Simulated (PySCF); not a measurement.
Species: C₅H₄F₄O₂.
Structure used (PBE0-D3(BJ)/def2-SVP), in Å, numbered top down from 1:
```
atom  x, y, z in Å
O1     0.7633    2.2285   -0.1494
C2     1.0495    1.0798   -0.0742
C3     2.1613    0.1742   -0.5759
O4     1.6049   -0.9102    0.1707
C5     0.4857   -0.1651    0.6405
C6    -0.8085   -0.7226    0.0929
F7    -0.8421   -0.5622   -1.2650
C8    -2.0494   -0.0685    0.6833
F9    -3.1494   -0.6134    0.1753
F10   -2.0635   -0.2533    2.0074
F11   -2.0816    1.2368    0.4444
H12    2.1514    0.0003   -1.6663
H13    3.1799    0.4530   -0.2536
H14    0.4407   -0.0902    1.7419
H15   -0.8555   -1.8005    0.3235
```

Linear response at wB97X-D/def2-SVPD (PySCF, frozen core in the response, non-relativistic).

Static isotropic polarisability: 65.70 au (9.74 Å³), principal values 56.7, 65.8, 74.6 au.

Q: What is the polarisability at 1064 nm and at the sodium D line?

A: 66.05 au at 1064 nm (+0.5 %), 66.85 au at 589.3 nm (+1.8 %). The rise at 589.3 nm is 3.32 times that at 1064 nm; a pure ω² law gives 3.26. The lowest singlet lies at 282 nm, shorter than both wavelengths.

Q: What is the isotropic C6 coefficient between two such molecules, C6 = (3/π)∫α(iω)² dω?

A: 2297 au (Eh·bohr⁶) by a ten-point quadrature over imaginary frequencies, which is 1370 eV·Å⁶ or 132 J·nm⁶/mol.

Q: Which effective excitation energy ω̄ makes London's formula C6 = (3/4)α²ω̄ exact here?

A: ω̄ = 4·C6/(3α²) = 0.710 Eh = 19.3 eV. A one-pole form α(ω) = α/(1 − ω²/ω̄²) fitted to the 1064 nm value gives 16.1 eV.

Q: The lowest 10 singlets have (eV, f): 4.40, 0.000; 6.12, 0.005; 7.78, 0.003; 7.83, 0.005; 7.88, 0.001; 8.12, 0.038; 8.49, 0.018; 8.84, 0.018; 8.98, 0.055; 9.02, 0.004. What share of the static polarisability do they carry in the sum over states α = Σ f/ω²?

A: 1.53 au, 2.3 % of α; the largest term, 0.51 au, is that of the state at 8.98 eV. Their oscillator strengths add up to 0.15. Higher states carry the rest.

Q: What molar refraction at the D line follows from R = (4π/3)·N_A·α′, with α′ the polarisability volume?

A: α′ = 9.91 Å³ gives R = 24.99 cm³/mol, for isolated, non-vibrating species.

Q: What three-body coefficient follows from the one-pole estimate C9 = (3/4)·α·C6?

A: 113000 au. This is an estimate from the two numbers above, not a computed integral.

The run took 2.2 min on an Arm Neoverse V2 with one thread (shared host), and the process peaked at 1.2 GiB of memory. This is the whole response run at wB97X-D/def2-SVPD, SCF included.

One conformer stands for the species.

wB97X-D is run here without its empirical dispersion term; that term would change no orbital, density or response property at a fixed geometry.
